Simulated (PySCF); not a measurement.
Polarisability and C₆ of Ne (neon, neutral)

[Ne], closed-shell 1S. All numbers are calculated (PySCF 2.14, the non-relativistic Hamiltonian (point nucleus), in aug-cc-pV5Z). Coupled (time-dependent) response in atomic units; α is the mean over directions.

```csv
method,mean α (bohr³),C₆ (like pair),S(−4)
UHF,2.363,5.507,2.004
PBE,2.993,7.325,3.956
PBE0,2.765,6.661,3.147
PBEsol,2.984,7.319,3.886
TPSSh,2.835,6.888,3.377
```

S(−4) is the Cauchy moment in α(ω) = α(0) + S(−4) ω² + …

Reference α: 2.661 bohr³ (recommended; Schwerdtfeger and Nagle, table of static dipole polarizabilities (2023 update)). Published C₆: 6.200 (Chu and Dalgarno (2004); Tang, Norbeck and Certain (1976)).

α(iu) at PBEsol:

```json
{"u (hartree)": "0", "α(iu) (bohr³)": "2.984"}
{"u (hartree)": "0.0500", "α(iu) (bohr³)": "2.975"}
{"u (hartree)": "0.100", "α(iu) (bohr³)": "2.946"}
{"u (hartree)": "0.200", "α(iu) (bohr³)": "2.841"}
{"u (hartree)": "0.300", "α(iu) (bohr³)": "2.690"}
{"u (hartree)": "0.500", "α(iu) (bohr³)": "2.336"}
{"u (hartree)": "0.750", "α(iu) (bohr³)": "1.914"}
{"u (hartree)": "1.00", "α(iu) (bohr³)": "1.569"}
{"u (hartree)": "1.50", "α(iu) (bohr³)": "1.090"}
{"u (hartree)": "2.00", "α(iu) (bohr³)": "0.7969"}
{"u (hartree)": "3.00", "α(iu) (bohr³)": "0.4771"}
{"u (hartree)": "5.00", "α(iu) (bohr³)": "0.2252"}
```

A single London oscillator, α(iu) = α/(1 + u²/ω²), gives C₆ = (3/4) ω α². Matching the computed C₆ needs ω = 4 × 7.319 / (3 × 2.984²) = 1.10 hartree.
